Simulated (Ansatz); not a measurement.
Total energies of tetramethylammonium tetracyanoborate (C8H12BN5) from Ansatz at PBE-D4/def2-SVP, gas phase (1 Eh = 27.2114 eV = 2625.5 kJ/mol). The reference geometry is relaxed at PBE-D4/def2-SVP.

```xyz
26

C     0.2470    1.7986    2.2768
N     0.4113    0.6347    1.3474
C     1.6790   -0.1138    1.6618
C     0.4830    1.1422   -0.0720
C    -0.7599   -0.3030    1.5104
H     1.1088    2.4804    2.1601
H    -0.6884    2.3279    2.0205
H     0.1962    1.4284    3.3168
H     1.6399   -0.4529    2.7130
H     1.7392   -0.9848    0.9785
H     2.5399    0.5627    1.5121
H    -0.4927    1.5757   -0.3519
H     1.2867    1.8970   -0.1370
H     0.7140    0.2969   -0.7388
H    -1.6794    0.1904    1.1472
H    -0.8377   -0.5743    2.5788
H    -0.5673   -1.2021    0.8986
N    -1.8310   -3.0274   -4.5089
C    -1.4024   -2.2746   -3.7196
B    -0.8269   -1.2631   -2.6458
C     0.0550   -0.0884   -3.2780
N     0.7255    0.8142   -3.6138
C     0.1192   -1.9835   -1.5623
N     0.8052   -2.3420   -0.6786
C    -1.9733   -0.5559   -1.7731
N    -2.6910    0.0168   -1.0418
```

| state | geometry | energy (Eh) |
| --- | --- | --- |
| charge 0 singlet | reference | -609.45154 |
| charge 1 doublet | reference | -609.08632 |
| charge -1 doublet | reference | -609.43429 |
| charge -1 doublet | relaxed at PBE-D4/def2-SVP | -609.44146 |
| free C atom (triplet) | – | -37.75124 |
| free N atom (quartet) | – | -54.46658 |
| free H atom (doublet) | – | -0.49863 |
| free B atom (doublet) | – | -24.58153 |

**Question.** Work out the vertical ionisation energy to the doublet.

**Answer.** E(charge 1 doublet) − E(charge 0 singlet) = -609.08632 − (-609.45154) = 0.36522 Eh = 9.94 eV. For comparison, −ε of the highest occupied level is 7.11 eV at this level, 2.83 eV less.

**Question.** Work out the vertical electron affinity, to the doublet.

**Answer.** E(charge 0 singlet) − E(charge -1 doublet) = -609.45154 − (-609.43429) = -0.01725 Eh = -0.47 eV; negative, so the extra electron isn't bound. The basis lacks diffuse functions, which makes affinities too small.

**Question.** Give the fundamental gap IE − EA, the Mulliken electronegativity (IE + EA)/2 and the hardness (IE − EA)/2.

**Answer.** From the values in Eh: IE − EA = 0.36522 − (-0.01725) = 0.38247 Eh = 10.41 eV; (IE + EA)/2 = 4.73 eV; (IE − EA)/2 = 5.20 eV. The HOMO–LUMO gap of the same run is 5.70 eV, 4.71 eV smaller than the fundamental gap.

**Question.** How much does the charge -1 doublet relax, and what is the adiabatic electron affinity?

**Answer.** Relaxation: -609.43429 − (-609.44146) = 0.00717 Eh = 0.20 eV. Adiabatic electron affinity: -0.01008 Eh = -0.27 eV, without zero-point energy. 

**Question.** What is the binding energy per atom against free atoms?

**Answer.** Atoms: 8 × (-37.75124) + 5 × (-54.46658) + 12 × (-0.49863) + 1 × (-24.58153) = -604.90791 Eh. Binding: -604.90791 − (-609.45154) = 4.54363 Eh = 123.64 eV, or 4.76 eV for each of 26 atoms (no zero-point energy, no counterpoise term).

At PBE-D4/def2-SVP the gap within one spin of the charge 1 doublet nearly closes, so an electron or hole may be smeared out by delocalisation error. At PBE-D4/def2-SVP the highest occupied level of the charge -1 doublet lies above zero (up to 2.40 eV). By energy differences it is unbound by 0.47 eV (vertical, to the charge 0 singlet, at PBE-D4/def2-SVP) and held by the finite basis. At PBE-D4/def2-SVP the highest occupied level of the relaxed charge -1 doublet lies above zero (up to 2.06 eV). By energy differences, losing it releases 0.27 eV (each at its own geometry, to the charge 0 singlet, at PBE-D4/def2-SVP).
